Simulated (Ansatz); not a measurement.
Abridged output of a molecular run in Ansatz:

```
Functional definition: HF
1888 factors; integrals over basis functions are off by at most 1.2e-3 eV
mean field evaluation 1: about -26778.7621 eV, gradient 6.4e1 eV
mean field evaluation 2: about -26779.0861 eV, gradient 6.5e1 eV
mean field evaluation 4: about -26786.1910 eV, gradient 3.8e0 eV
mean field evaluation 8: about -26786.2715 eV, gradient 3.2e-1 eV
mean field -26786.27172598 eV, -984.3773295428 hartree, gradient 2.9e-6 eV, S^2 0.000000; 0 other end points of the search recorded, 0 dependent functions left out
15 core orbitals not correlated: weight in the atoms' cores, before any rotation towards them, 1.000 or more for the frozen orbitals, at most 0.000 for the correlated occupied ones
reference -26786.27172598 eV, -984.3773295428 hartree; 22, 22 occupied and 272, 272 virtual orbitals, 1888 factors
second order -38.58599220 eV of doubles, -0.00000000 eV of singles
cycle   1  -38.33842805 eV  change    2.5e-1 eV  update   1.2e-1
cycle   2  -39.11190949 eV  change   -7.7e-1 eV  update   3.3e-2
cycle   3  -39.29077900 eV  change   -1.8e-1 eV  update   1.7e-2
cycle   4  -39.26643079 eV  change    2.4e-2 eV  update   3.4e-3
cycle   5  -39.26410235 eV  change    2.3e-3 eV  update   1.5e-3
cycle   6  -39.26539601 eV  change   -1.3e-3 eV  update   4.2e-4
cycle   7  -39.26519060 eV  change    2.1e-4 eV  update   1.5e-4
cycle   8  -39.26506909 eV  change    1.2e-4 eV  update   4.0e-5
cycle   9  -39.26506894 eV  change    1.5e-7 eV  update   1.4e-5
perturbative correction -1.29534334 eV, -0.0476029896 hartree
Total energy: -26826.83213826 eV, -985.8678972011 hartree
```

Its atoms:

Z-matrix (Å, degrees):
```
Si
O 1 1.637
N 1 1.717 2 107.2
O 1 1.630 2 109.2 3 116.8
H 1 1.483 2 111.0 3 -121.9
H 2 0.959 1 118.3 3 70.3
Si 3 1.696 1 126.1 2 0.9
H 3 1.011 1 117.9 2 179.3
H 4 0.958 1 118.0 2 71.7
F 7 1.587 3 107.4 1 -168.0
F 7 1.592 3 109.7 1 -51.1
H 7 1.468 3 116.8 1 70.1
```

**Question.** Which basis set was used?
A. cc-pV(D+d)Z
B. def2-QZVPP
C. def2-SVP
D. def2-TZVPP

**Answer.** D. It gives 309 functions.

**Question.** Write the keys of the input that set method, charge and spin (a neutral closed shell needs none for the last two).

**Answer.** 
```yaml
correlation: {method: ccsd_t}
```
